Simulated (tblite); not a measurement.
Compound: C5H7N2Si (doublet state).
Cartesian coordinates in Å at the GFN2-xTB level; atoms count from 1:
```
atom  x, y, z in Å
Si1   -2.6447   -0.3336    0.3932
C2    -1.6090    0.3755   -1.0439
C3    -0.2378    0.2251   -0.5281
N4     0.3857   -0.9324   -0.7640
C5     1.5936   -1.0811   -0.2584
C6     2.2133   -0.0939    0.4971
C7     1.4698    1.0609    0.7038
N8     0.2612    1.2246    0.2041
H9    -2.5570    0.4599    1.6117
H10   -2.4316   -1.7576    0.6150
H11   -1.8403    1.4223   -1.2211
H12   -1.7419   -0.2045   -1.9532
H13    2.0784   -2.0268   -0.4692
H14    3.2040   -0.2181    0.9007
H15    1.8520    1.8877    1.2905
```

Computed values, GFN2-xTB/tblite, gas phase, harmonic and unscaled. The method is semi-empirical: single wavenumbers can be off by several per cent or more. Modes of hydrogen on silicon can be 10 to 20 % off. One conformer, not necessarily the lowest. Open shells enter through the occupations alone, without spin polarisation, and single modes of such species can be off by tens of per cent.

Harmonic wavenumbers (cm⁻¹): 49.8, 86.7, 153.4, 178.5, 326.5, 358.9, 439.9, 470.3, 506.1, 567.9, 613.3, 713.4, 742.2, 756.8, 781.7, 807.9, 845.7, 903.9, 929.2, 1016.1, 1048.2, 1109.6, 1118.6, 1157.8, 1229.8, 1252.4, 1280.0, 1377.1, 1412.5, 1431.4, 1510.9, 1575.5, 2319.6, 2327.2, 3021.8, 3029.4, 3036.5, 3039.4, 3108.6.

A = 3931, B = 1201, C = 1087 MHz; mass 123.038 u (most abundant isotopes); point group Cs, symmetry number 1; spin multiplicity 2.

What is the zero-point energy?

½Σν̃ = 23317 cm⁻¹ = 66.67 kcal/mol.

Entropy at 273.15 K, 1 bar (ideal gas, RRHO, classical rotation)?

Translation 39.93, rotation 28.27, vibration 19.20, spin (R ln 2) 1.38: S = 88.8 cal/(mol K).

And Cp and H(273.15 K) − H(0)?

Cp = 30.14 cal/(mol K), of which vibrations give 22.19 (their classical limit is 39 R = 77.5); H(273.15 K) − H(0) = 5.02 kcal/mol without the zero-point energy, 2.85 from vibrations.

How do the functions run with temperature in this model?

| T (K) | S (cal/(mol K)) | Cp (cal/(mol K)) | H − H(0) (kcal/mol) | G − H(0) (kcal/mol) | ln q(vib) |
| --- | --- | --- | --- | --- | --- |
| 150 | 74.4 | 19.0 | 2.00 | -9.16 | 2.12 |
| 250 | 86.2 | 28.0 | 4.34 | -17.20 | 3.97 |
| 298.15 | 91.5 | 32.4 | 5.80 | -21.48 | 4.90 |
| 400 | 102.3 | 41.0 | 9.55 | -31.36 | 6.91 |
| 600 | 121.5 | 53.5 | 19.10 | -53.77 | 10.94 |
| 900 | 145.5 | 64.7 | 36.99 | -93.94 | 16.75 |

q(vib) and H(0) count from the zero-point level.

What must be added to the electronic energy to get the Gibbs energy at 273.15 K and 1 bar?

ZPE + [H(273.15 K) − H(0)] − T·S = 66.67 + 5.02 − 24.25 = 47.44 kcal/mol.

Blend soft modes into free rotors: weight 1/[1 + (100 cm⁻¹/ν̃)⁴] for the oscillator and the rest for a rotor with moment μB/(μ + B), μ = h/(8π²ν), B = 10⁻⁴⁴ kg m². What vibrational entropy results?

17.65 cal/(mol K) in place of 19.20, which changes −T·S at 273.15 K by +0.42 kcal/mol.

Hindered rotation and anharmonicity are outside this model. Other conformers, if any are populated, would add a mixing term that is left out.
